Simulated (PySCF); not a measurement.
**Ionisation energy of Kr⁺ by level of theory**

Kr⁺ [Ar] 3d10 4s2 4p5 (2P) → Kr²⁺ [Ar] 3d10 4s2 4p4 (3P), as a difference of total energies. Computed with PySCF 2.14 in def2-TZVP, with no relativity, point nucleus. Correlated levels: valence: [Ar] 3d10 frozen. The calculations carry no spin-orbit coupling.

| method | ionisation energy (eV) |
| --- | --- |
| UHF | 23.246 |
| MN15 | 24.295 |
| r2SCAN | 24.441 |
| MP2 (valence) | 24.062 |
| SCS-MP2 (valence) | 24.059 |
| CCSD (valence) | 24.066 |
| CCSD(T) (valence) | 24.095 |

**Question.** How much does correlation contribute at CCSD(T) (valence)?

**Answer.** 24.095 − (23.246) = 0.849 eV, measured against UHF.

These non-relativistic numbers lack the scalar-relativistic shift.

The reference lies between the lowest fine-structure levels, while these numbers refer to the centres of the terms.

Errors of the correlated levels include the incompleteness of this basis and the frozen core.

For comparison: 24.360 eV (measured; NIST Atomic Spectra Database, ionization energies).
